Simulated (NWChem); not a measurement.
# Total energies of H$_{3}$BN

```
N
H 1 1.0132
H 1 1.0169 2 113.08
B 1 1.3774 2 123.29 3 180.00
H 4 1.2083 1 125.15 2 180.00
```
Charge 0, spin multiplicity 2.

Everything below was run with NWChem. The geometry was optimised at UPBE0/def2-SVP, a minimum by its harmonic frequencies. It is one conformer; others weren't searched.

Basis set: cc-pVDZ (43 functions).

```json
[
 {"method": "UHF", "total energy (Ha)": "-80.85943"},
 {"method": "UMP2", "total energy (Ha)": "-81.09851"},
 {"method": "UB2PLYP", "total energy (Ha)": "-81.27425"},
 {"method": "UPBE", "total energy (Ha)": "-81.24884"},
 {"method": "UB3LYP", "total energy (Ha)": "-81.37046"},
 {"method": "ULC-wPBE (omega 0.3 per bohr)", "total energy (Ha)": "-81.28830"}
]
```

Total energies of different functionals aren't comparable as a measure of quality: only differences taken within one method are. 

The correlated methods keep 2 core orbitals frozen. B3LYP has NWChem's definition, with VWN1-RPA local correlation. The structure started from a generated list of species. The unpaired electrons of the parent sit in orbitals of symmetry a' (Cs labels of the run); other states weren't searched. The stability of the SCF solutions was not checked. Open-shell Hartree-Fock references start from PBE0 orbitals.
